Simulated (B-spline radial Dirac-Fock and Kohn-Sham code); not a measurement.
**Binding energies of Ir³⁺ at several levels of theory**

System: iridium as Ir³⁺ in the configuration 1s2 2s2 2p6 3s2 3p6 3d10 4s2 4p6 4d10 4f14 5s2 5p6 5d6.

The density-functional columns are spherical, spin-unpolarised Dirac-Kohn-Sham results without Breit or QED terms: −ε is minus the orbital energy of the initial state and ΔSCF the difference of two total energies. The reference in the last column comes from relaxed Dirac-Fock hole states (ΔSCF) with Breit and QED corrections and a finite nucleus. All numbers are from a B-spline atomic structure program, in eV; a selection of levels is shown. The Kohn-Sham columns are given as differences from the reference. For the 1s level of heavy atoms much of the gap between ΔSCF and the reference is the Breit and QED part, -399.0 eV here; for other levels the error of the functional can be larger.

```
level  LDA −ε − DF  LDA ΔSCF − DF  PBE −ε − DF  PBE ΔSCF − DF  Dirac-Fock
   1s       -199.3         +387.7       -137.4         +451.6     76152.4
   2s       -165.5          -56.8       -156.5          -48.1     13471.2
2p1/2       -114.8          +25.5       -110.7          +29.5     12869.9
2p3/2       -131.4          -12.5       -129.0          -10.3     11260.8
   3s        -88.8          -56.5        -86.3          -54.3      3224.7
3p1/2        -70.3          -35.6        -69.3          -34.8      2958.0
3p3/2        -69.7          -38.4        -69.2          -38.1      2601.6
3d3/2        -47.6          -10.0        -47.8          -10.3      2162.0
3d5/2        -49.0          -12.6        -49.3          -13.0      2086.5
   4s        -48.8          -33.5        -47.7          -32.4       742.1
4p1/2        -40.8          -25.5        -40.3          -25.1       629.3
4p3/2        -40.7          -26.1        -40.0          -25.5       544.7
4d3/2        -28.1          -13.8        -28.1          -13.8       359.6
4d5/2        -28.1          -14.0        -28.1          -14.0       343.9
4f5/2        -10.7           +2.6        -11.2           +2.2       106.7
4f7/2        -10.9           +2.4        -11.3           +1.9       103.7
   5s        -14.3           -5.3        -14.7           -5.7       143.9
5p1/2         -9.7           -1.1        -10.1           -1.6       106.1
5p3/2         -9.8           -1.7        -10.1           -2.0       92.35
   5d         -4.9           +1.8         -5.2           +1.5       42.05
```

Values without a named source are computed, but for edge energies of neutral atoms, which are taken from tables.
